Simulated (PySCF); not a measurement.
Species: C9H16O.
Atom-mapped SMILES: `[CH3:1][O:2][CH2:3][C@H:4]1[CH:5]=[CH:6][CH2:7][CH2:8][CH2:9][CH2:10]1`

NICS is the negative of the GIAO shielding at a point without a nucleus: at the ring centre (0) and 1 Å above and below it (1); zz is the component along the ring normal. Level: GIAO PBE0/pcSseg-1 (PySCF, non-relativistic, gas phase) on the GFN2-xTB geometry, one conformer.

Ring bond lengths (Å), with Mayer bond orders in brackets: C4–C5 1.505 (1.02), C5–C6 1.324 (1.95), C6–C7 1.501 (1.04), C7–C8 1.529 (1.04), C8–C9 1.525 (1.04), C9–C10 1.527 (1.03), C10–C4 1.534 (1.04).

Q: Give the NICS values of each ring in ppm.

A: 
```tsv
ring	type	NICS(0)	NICS(1), two faces	NICS(1)zz, two faces	rms pucker (Å)	centre to ring atoms, mean (Å)
C4–C5–C6–C7–C8–C9–C10	7-membered carbocycle; formal bonds 1 double, 6 single	-0.4	-1.9 / -0.8	2.4 / 3.0	0.26	1.64
```

Q: What do they say, and how far can they be read as aromaticity?

A: 
- C4–C5–C6–C7–C8–C9–C10: mean NICS(1)zz 2.7 ppm, near zero. C4, C7, C8, C9, C10 have four or more neighbours, so the value isn't read as a sign of a π ring current.

Q: What is the mean of the two in-plane components of NICS at the first NICS(1) probe listed for ring C4–C5–C6–C7–C8–C9–C10, 1 Å off the ring?

A: The isotropic value is a third of the trace: (3 × -1.9 − (2.4))/2 = -4.0 ppm.

Q: Give the inner angles of the rings and the Hirshfeld charges of the ring atoms.

A: 
- C4–C5–C6–C7–C8–C9–C10: C4 114.1° (-0.028 e), C5 127.6° (-0.050 e), C6 127.4° (-0.050 e), C7 113.8° (-0.070 e), C8 113.5° (-0.067 e), C9 113.9° (-0.068 e), C10 116.5° (-0.067 e); sum 827.0° against 900° for a flat convex ring.

Q: What are the shieldings of the ring atoms and their hydrogens in the same run (means over atoms taken as equivalent)?

A: 
```csv
atoms,environment,σ isotropic (ppm),"principal values of the symmetric part, first atom (ppm)"
C4,allylic carbon,142.6,"134.3, 141.0, 152.5"
C5,alkene CH carbon,41.0,"-76.9, 48.8, 151.2"
C6,alkene CH carbon,47.1,"-67.8, 56.4, 152.6"
C7,allylic carbon,153.1,"143.7, 151.2, 164.3"
C8,ring CH2 carbon,154.6,"149.6, 152.6, 161.5"
C9,ring CH2 carbon,154.8,"147.1, 150.9, 166.4"
C10,ring CH2 carbon,152.2,"144.7, 148.6, 163.3"
H on C4,methine hydrogen,29.11,"25.8, 27.7, 33.9"
H on C5,vinylic hydrogen,25.29,"23.2, 24.9, 27.7"
H on C6,vinylic hydrogen,25.51,"22.9, 26.0, 27.7"
H on C7,methylene hydrogen,29.41,"24.2, 27.9, 36.1"
H on C7,methylene hydrogen,29.45,"26.3, 28.6, 33.4"
H on C8,methylene hydrogen,29.95,"24.5, 28.5, 36.9"
H on C8,methylene hydrogen,30.58,"27.1, 28.7, 35.9"
```

The list is cut; further classes of hydrogen are left out.
